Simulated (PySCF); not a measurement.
SMILES B(C)(N)N(C)C, singlet, GFN2-xTB optimised geometry.

```
17

B     -0.51     0.02     0.00
C     -1.33     1.39     0.00
H     -1.11     2.00     0.88
H     -2.40     1.21     0.00
H     -1.11     2.00    -0.87
N     -1.25    -1.18     0.00
H     -2.25    -1.18     0.00
H     -0.86    -2.10     0.00
N      0.91     0.02     0.00
C      1.71     1.22     0.01
C      1.74    -1.15     0.00
H      2.35     1.25     0.90
H      2.36     1.25    -0.87
H      1.08     2.10     0.00
H      2.40    -1.16    -0.88
H      2.38    -1.18     0.90
H      1.15    -2.06    -0.02
```

Density from PySCF with PBE0/def2-SVP at that geometry.

Minimum of the electron density along straight lines between bonded atoms, close to the bond critical point (lines longer than 1.1 times the sum of covalent radii, or with two minima, are not listed):

```
bond     length / Å  ρ at the minimum / e bohr⁻³  ∇²ρ there / e bohr⁻⁵  position (fraction from the first atom)
-------  ----------  ---------------------------  --------------------  ---------------------------------------
B1–C2         1.599                        0.171                 -0.13                                     0.32
C2–H3         1.088                        0.269                 -0.95                                     0.62
C2–H4         1.088                        0.271                 -0.95                                     0.62
C2–H5         1.088                        0.270                 -0.95                                     0.62
B1–N6         1.407                        0.200                  0.74                                     0.33
N6–H7         1.003                        0.338                 -1.58                                     0.76
N6–H8         1.004                        0.338                 -1.57                                     0.76
B1–N9         1.411                        0.199                  0.72                                     0.33
N9–C10        1.443                        0.274                 -0.79                                     0.61
N9–C11        1.443                        0.275                 -0.79                                     0.61
C10–H12       1.097                        0.275                 -1.00                                     0.62
C10–H13       1.097                        0.275                 -1.00                                     0.62
C10–H14       1.084                        0.283                 -1.08                                     0.63
C11–H15       1.097                        0.275                 -1.00                                     0.63
C11–H16       1.097                        0.275                 -1.00                                     0.63
C11–H17       1.085                        0.281                 -1.05                                     0.63
```
